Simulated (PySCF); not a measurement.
A GIAO shielding run with PySCF 2.14.0 with density-fitted response routines (density fitting, non-relativistic, gas phase) on SMILES CCC[C@H]1OC[SiH2]1, C₅H₁₂OSi:

```
$ OMP_NUM_THREADS=1 python probes_run.py task.json out

{"job": {"kind": "nmr", "xc": "PBE0", "basis": "pcSseg-1"}, "charge": 0, "multiplicity": 1}
C      2.891899    -0.374226     0.485181
C      1.574260    -0.663270    -0.222752
C      0.541994     0.435871     0.018902
C     -0.798337     0.109006    -0.634706
O     -1.415217    -1.052184    -0.041634
C     -2.578468    -0.508506     0.596428
Si    -2.296549     1.226206    -0.169875
H      2.740198    -0.296855     1.559720
H      3.609024    -1.169899     0.297418
H      3.319300     0.562428     0.132066
H      1.748962    -0.759644    -1.297143
H      1.160725    -1.608472     0.132603
H      0.904374     1.386381    -0.381341
H      0.392456     0.555561     1.094583
H     -0.637170    -0.090683    -1.701547
H     -3.465466    -1.067993     0.288283
H     -2.489897    -0.590310     1.684847
H     -2.022095     2.322174     0.756713
H     -3.189797     1.593667    -1.265324
```

Hardware: 1 thread of an Arm Neoverse N1, shared host. The job also computes population analyses, field gradients, ring-centre shieldings.

**Question.** How large is the calculation?

**Answer.** 64 electrons, 186 basis functions and 985 auxiliary functions.

**Question.** How long does it take, and how much memory does it need?

**Answer.** 50 s of wall time, with 13 SCF cycles and 4 response iterations; peak memory 0.84 GiB. Times on a shared host scatter by some tens of per cent.
